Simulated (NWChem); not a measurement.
System: CH₅F₂NSi; SMILES CN[SiH](F)F

Output (shortened):

```
             Northwest Computational Chemistry Package (NWChem) 7.3.0
             --------------------------------------------------------

                             Geometry "geometry" -> ""
                             -------------------------

 Output coordinates in angstroms (scale by  1.889725989 to convert to a.u.)

  No.       Tag          Charge          X              Y              Z
 ---- ---------------- ---------- -------------- -------------- --------------
    1 Si                  14.0000    -0.09163800     0.51881100    -0.24241800
    2 F                    9.0000     1.07864700     1.63060300    -0.25073800
    3 F                    9.0000    -1.17534200     1.10740500     0.80571000
    4 N                    7.0000     0.59253000    -0.96512500     0.20709700
    5 C                    6.0000     0.09491200    -2.27363900    -0.15164600
    6 H                    1.0000    -0.76343100     0.41652700    -1.55280300
    7 H                    1.0000     1.33143800    -0.96684700     0.90216300
    8 H                    1.0000    -0.63214700    -2.18626900    -0.97397500
    9 H                    1.0000    -0.41791500    -2.78725000     0.68111900
   10 H                    1.0000     0.90370200    -2.93230000    -0.50989000

 Effective nuclear repulsion energy (a.u.)     252.4437246708

                                 NWChem DFT Module
                                 -----------------

 Summary of "ao basis" -> "ao basis" (spherical)
 ------------------------------------------------------------------------------
       Tag                 Description            Shells   Functions and Types
 ---------------- ------------------------------  ------  ---------------------
 Si                         def2-svp                 8       18   4s3p1d
 F                          def2-svp                 6       14   3s2p1d
 N                          def2-svp                 6       14   3s2p1d
 C                          def2-svp                 6       14   3s2p1d
 H                          def2-svp                 3        5   2s1p

 in cosmo_initialize ...
 calling solv_data for solv:toluene

 solvent parameters
 solvname_short: toluene
 solvname_long:  toluene
 dielec:        2.3741
 dielecinf:     2.2383
 nonaqueous SMD model solvent descriptors
 dielec:        2.3741
 sola:          0.0000
 solb:          0.1400
 solc:          0.8570
 solg:         40.2000
 solh:          0.0000
 soln:          1.4961

          ---------------
          -cosmo- solvent
          ---------------
 Cosmo: York-Karplus, doi: 10.1021/jp992097l
 dielectric constant -eps-     =   2.37
 screen = (eps-1)/(eps    )    =   0.57879
 surface charge correction     = lagrangian

   van der Waals surface
 --------------------------

[...]

                                COSMO-SMD solvation results
                                ---------------------------

             internal energy in gas <Psi(g)|H|Psi(g)> =      -584.445721883356
         internal energy in solvent <Psi(s)|H|Psi(s)> =      -584.445448519649
                               delta internal energy  =         0.000273363707 (    0.17 kcal/mol)
   total free energy in solvent <Psi(s)|H+V/2|Psi(s)> =      -584.450268034373
 polarization energy contribution <Psi(s)|V/2|Psi(s)> =        -0.004819514724 (   -3.02 kcal/mol)
    total free energy in solvent including G(SMD-CDS) =      -584.450246654209
                       G(SMD-CDS) energy contribution =         0.000021380164 (    0.01 kcal/mol)
     1 M fixed-concentration free energy of solvation =        -0.004524770853 (   -2.84 kcal/mol)

                       DFT Final Molecular Orbital Analysis
                       ------------------------------------

 Vector   23  Occ=2.000000D+00  E=-3.927665D-01
              MO Center= -1.4D-01, -1.1D+00, -4.2D-01, r^2= 4.0D+00
   Bfn.  Coefficient  Atom+Function         Bfn.  Coefficient  Atom+Function
  ----- ------------  ---------------      ----- ------------  ---------------
    85      0.291691   8 H  s                66     -0.225185   5 C  pz
    64     -0.219480   5 C  px               75     -0.210127   6 H  s
     3     -0.191116   1 Si s                38      0.178277   3 F  pz
    95     -0.158981  10 H  s                65      0.147049   5 C  py
    24      0.141251   2 F  pz               76     -0.126596   6 H  s

 Vector   24  Occ=2.000000D+00  E=-3.674729D-01
              MO Center= -1.7D-01, -1.9D-01, -5.3D-01, r^2= 3.5D+00
   Bfn.  Coefficient  Atom+Function         Bfn.  Coefficient  Atom+Function
  ----- ------------  ---------------      ----- ------------  ---------------
    75      0.311772   6 H  s                76      0.228431   6 H  s
    38     -0.203445   3 F  pz               51      0.191151   4 N  py
    10     -0.172902   1 Si pz               80      0.161876   7 H  s
    50     -0.150381   4 N  px               24     -0.149345   2 F  pz
    85      0.146854   8 H  s                41      0.143153   3 F  pz

 Vector   25  Occ=2.000000D+00  E=-2.670984D-01
              MO Center=  4.4D-01, -1.1D+00,  1.4D-01, r^2= 1.9D+00
   Bfn.  Coefficient  Atom+Function         Bfn.  Coefficient  Atom+Function
  ----- ------------  ---------------      ----- ------------  ---------------
    52      0.396823   4 N  pz               55     -0.338365   4 N  pz
    50     -0.334914   4 N  px               53      0.293674   4 N  px
    90      0.201956   9 H  s                95     -0.169633  10 H  s
    91      0.127728   9 H  s                66      0.121642   5 C  pz
    64     -0.112832   5 C  px               37      0.102991   3 F  py

 Vector   26  Occ=0.000000D+00  E= 5.583744D-02
              MO Center= -1.1D-01, -8.7D-01, -1.7D-01, r^2= 5.6D+00
   Bfn.  Coefficient  Atom+Function         Bfn.  Coefficient  Atom+Function
  ----- ------------  ---------------      ----- ------------  ---------------
    63      1.373137   5 C  s                86     -0.667880   8 H  s
    96     -0.642371  10 H  s                12      0.636050   1 Si py
    91     -0.604698   9 H  s                49      0.559760   4 N  s
    81     -0.485513   7 H  s                11      0.416684   1 Si px
    21     -0.284066   2 F  s                68     -0.249020   5 C  py

 Vector   27  Occ=0.000000D+00  E= 7.458931D-02
              MO Center=  5.6D-01,  1.2D-01,  2.6D-01, r^2= 4.9D+00
   Bfn.  Coefficient  Atom+Function         Bfn.  Coefficient  Atom+Function
  ----- ------------  ---------------      ----- ------------  ---------------
     4      1.275607   1 Si s                49     -1.026468   4 N  s
    81      0.738588   7 H  s                76     -0.568624   6 H  s
    21     -0.404649   2 F  s                68      0.318731   5 C  py
    86     -0.318069   8 H  s                35     -0.275870   3 F  s
    12      0.222574   1 Si py               48     -0.212795   4 N  s

 Vector   28  Occ=0.000000D+00  E= 9.195428D-02
              MO Center= -8.1D-02,  9.3D-02, -4.6D-01, r^2= 4.4D+00
   Bfn.  Coefficient  Atom+Function         Bfn.  Coefficient  Atom+Function
  ----- ------------  ---------------      ----- ------------  ---------------
    11      0.913583   1 Si px               63     -0.736648   5 C  s
    35      0.492182   3 F  s                96      0.475277  10 H  s
    13     -0.442211   1 Si pz               86      0.390470   8 H  s
    49     -0.374499   4 N  s                12     -0.329848   1 Si py
    53     -0.249654   4 N  px               81      0.225427   7 H  s

     Multipole analysis of the density
     ---------------------------------

     L   x y z        total         alpha         beta         nuclear
     -   - - -        -----         -----         ----         -------
     0   0 0 0     -0.000000    -25.000000    -25.000000     50.000000

     1   1 0 0      0.194376     -2.723835     -2.723835      5.642045
     1   0 1 0     -1.190668     -3.478657     -3.478657      5.766646
     1   0 0 1     -0.115063     -0.706948     -0.706948      1.298833

     2   2 0 0    -27.344020    -65.952258    -65.952258    104.560496
     2   1 1 0     -0.861741      5.919156      5.919156    -12.700053
     2   1 0 1      2.448350     14.823624     14.823624    -27.198899
     2   0 2 0    -26.322487   -189.084890   -189.084890    351.847294
     2   0 1 1     -0.923604     -6.651195     -6.651195     12.378786
     2   0 0 2    -26.055255    -35.466251    -35.466251     44.877247
```

Level: PBE0/def2-SVP, SMD on the gas-phase geometry. Coordinates come from a PBE0/def2-SVP optimisation. Solvent: toluene.

**Question.** Write an input that gives this output.

**Answer.** Several could match; the one computed here: the input that was run:
```
start job
memory heap 200 mb stack 900 mb global 1100 mb
geometry units angstroms noautosym nocenter noautoz
  Si    -0.091638     0.518811    -0.242418
  F      1.078647     1.630603    -0.250738
  F     -1.175342     1.107405     0.805710
  N      0.592530    -0.965125     0.207097
  C      0.094912    -2.273639    -0.151646
  H     -0.763431     0.416527    -1.552803
  H      1.331438    -0.966847     0.902163
  H     -0.632147    -2.186269    -0.973975
  H     -0.417915    -2.787250     0.681119
  H      0.903702    -2.932300    -0.509890
end
basis spherical
  * library def2-svp
end
dft
  xc pbe0
  iterations 150
end
cosmo
  do_cosmo_smd true
  solvent toluene
end
task dft energy
```
